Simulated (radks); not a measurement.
Values are calculated unless marked as measured or tabulated.
Problem. Ionisation of In+, [Kr] 4d10 5s2, to In2+, [Kr] 4d10 5s1, under several functionals. Dirac Kohn-Sham, spin-unpolarised, spherical densities, point nucleus; a radial shooting solver on a logarithmic mesh with Libxc functionals. The NIST Atomic Spectra Database gives 18.870 eV (measured). Rank these functionals by the error of their Delta-SCF ionisation energy: exchange-only B88; AM05; Wu-Cohen GGA; SOGGA; LDA (Slater exchange, VWN5 correlation); PBEsol; PBE; PW91; RPBE.

Solution. From best to worst: RPBE 19.057 eV (+0.186); SOGGA 19.131 eV (+0.260); PBE 19.236 eV (+0.365); AM05 19.240 eV (+0.370); exchange-only B88 18.470 eV (-0.400); PBEsol 19.279 eV (+0.409); Wu-Cohen GGA 19.298 eV (+0.428); PW91 19.325 eV (+0.455); LDA (Slater exchange, VWN5 correlation) 19.657 eV (+0.787). Spin polarisation and multiplet splitting are left out, so open shells lie too high by an amount that depends on their filling.

Beside tabulated values, note that spin-unpolarised runs miss the spin-polarisation part of the exchange energy of open shells.
